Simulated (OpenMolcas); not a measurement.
## Co⁺: effect of the active space

* Program: OpenMolcas
* Method: SS-CASPT2, IPEA 0.25 Eh, imaginary shift 0.1 Eh
* Basis: ANO-RCC-VQZP
* Scalar Hamiltonian: DKH2, point nucleus
* Spin-orbit coupling: RASSI with atomic mean-field integrals over the reference wave functions, term energies averaged over their components

A. 8 electrons in 5 orbitals (3d); 2S+1 = 3 even, 10 roots; 2S+1 = 1 even, 15 roots; closed shells correlated: 3s 3p; CASPT2 step about 9 core-seconds
B. 8 electrons in 6 orbitals (3d 4s); 2S+1 = 3 even, 55 roots; 2S+1 = 5 even, 10 roots kept (CI in the orbitals of an earlier block); 2S+1 = 1 even, 33 roots kept (CI in the orbitals of an earlier block); closed shells correlated: 3s 3p; CASPT2 step about 70 core-seconds

Energies in cm⁻¹ above 3d⁸ ³F₄, the measured ground level; measured values from NIST Handbook of Basic Atomic Spectroscopic Data.

```
  Level      A      B  Measured
3d⁸ ³F₄    0.0    0.0       0.0
3d⁸ ³F₃    963   1024       950
3d⁸ ³F₂   1617   1728      1597
3d⁸ ¹D₂  10640  11170          
3d⁸ ³P₂  13900  13540          
3d⁸ ³P₁  14220  13800          
3d⁸ ³P₀  14410  14060
```

Deviations, from unrounded energies. A percentage is the sum of absolute deviations over the sum of measured energies, with the sign that they share, or ± where signs differ.

```csv
Against measurement,Levels,A,B
mean absolute deviation (cm-1),2,17,100
fine structure of the ground term (%),2,+1.3,+8.0
```

A lies closest to measurement on these levels. The largest miss of A in the table is 3d⁸ ³F₂, by +20 cm-1. The ranking rests on the paired levels alone, and a cruder setting can come out closer through cancelling errors.

The spin-orbit steps hold different terms of 3d⁸ (B lacks ¹G, ¹S), which shifts levels as well.

The two smallest mean deviations differ by little beside CASPT2's spread within terms, so their order carries little weight.

Between A and B the level of the table that moves most is 3d⁸ ¹D₂, by 530 cm-1 (lowest in A, highest in B). Moves below CASPT2's spread within the term are not significant.

CASPT2 does not keep the components of a term degenerate, so their means are used; among the terms shown or strongly mixed into the levels shown the widest spread is 1200 cm-1 (3d⁸ ³F, A). Over all roots computed the reference weight is 0.87 to 0.92 in B; the roots of lowest weight are the least certain, and an intruder state may touch them. Terms from blocks run as CI alone lack orbitals of their own (holds for B). Measured partners are found by configuration, term and J. A level has none where our copy of the source lacks it or the pairing is in doubt (some pairs that miss far off the trend of their configuration count as doubtful), and it then counts in no deviation. Only configurations of the active space appear. The table leaves out levels that lie high or whose names do not pair safely across all columns.
